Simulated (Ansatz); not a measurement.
# Loss of CH4: C2H8O2Sn → CH4O2Sn + CH4

Species: C2H8O2Sn `C[O][SnH]([CH3])[OH]`, singlet; CH4O2Sn `C[O][Sn][OH]`, singlet; CH4 (methane) `C`, singlet. 

Shapes, held fixed at every level: PBE0-D4/def2-TZVP. Flexible molecules stand in one conformer, not always the lowest. Programs: Ansatz 0.2.0. Electronic energies: no zero-point or thermal term.

Task: Estimate ΔE of this reaction.

Result: The highest level, CCSD(T)/def2-TZVPP, gives ΔE = -57.5 kJ/mol; the levels span -91.6 to -57.4. The column of differences is taken from that level and isn't an error. No measured value is set beside it here. For atoms past krypton def2 sets carry core potentials with scalar relativity. Correlated rows may include outer-core shells of Sn, which these sets cover unevenly.

```
               level                    kind  ΔE (kJ/mol)  less CCSD(T)/def2-TZVPP
   PBE-D4/def2-TZVPP                     GGA        -83.3                    -25.8
r2SCAN-D4/def2-TZVPP                meta-GGA        -70.9                    -13.4
 B3LYP-D4/def2-TZVPP           global hybrid        -91.6                    -34.1
  PBE0-D4/def2-TZVPP           global hybrid        -64.6                     -7.1
  wB97M-V/def2-TZVPP  range-separated hybrid        -67.0                     -9.5
  wB97X-V/def2-TZVPP  range-separated hybrid        -57.4                     +0.1
   B2PLYP/def2-TZVPP           double hybrid        -86.2                    -28.7
  CCSD(T)/def2-TZVPP   coupled cluster or CI        -57.5                      0.0
```
